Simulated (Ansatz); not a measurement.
`CO[SiH](O)[SiH3]` → `[CH2]` (triplet) + `O[SiH](O)[SiH3]`  (formal loss of a carbene)

Calculated with Ansatz (gas phase, PBE0-D4/def2-TZVP geometries, no zero-point term in ΔE). CCSD(T)/CBS is the MP2 limit (def2-TZVPP, def2-QZVPP) plus CCSD(T) − MP2 in def2-TZVPP, frozen cores. This one scheme is used for every species. DFT in def2-TZVPP. B3LYP here is the variant with VWN-RPA as its local correlation; programs differ in this. Triplets are unrestricted, without spin–orbit coupling. One conformer a species, not always the lowest.

```tsv
level	ΔE (kJ/mol)
LDA (SPW92)	453.3
PBE0-D4	379.7
ωB97M-V	385.4
r2SCAN	358.4
B3LYP	370.7
HF/def2-TZVPP	244.6
CCSD/def2-TZVPP	360.8
CCSD/CBS(def2)	369.7
```

Task: What does CCSD(T)/CBS give? (Best estimate.)

Result: The calculation gave: +380.3 kJ/mol. The listed levels differ from it by 73.0, -0.6, 5.1, -21.9, -9.6, -135.7, -19.5, -10.6 kJ/mol.

Largest T1 diagnostic among the species: 0.013.

From r2SCAN to r2SCAN0 (25 % exact exchange), in def2-TZVPP and without D4, ΔE moves by −5.5 kJ/mol. At CCSD(T), def2-SVP lies −6.2 kJ/mol from the extrapolated value and def2-TZVPP −8.9 kJ/mol. In def2-TZVPP, CCSD(T) changes the Hartree–Fock value by +126.8 kJ/mol (the triples alone add +10.6 kJ/mol) and MP2 by +134.5 kJ/mol.
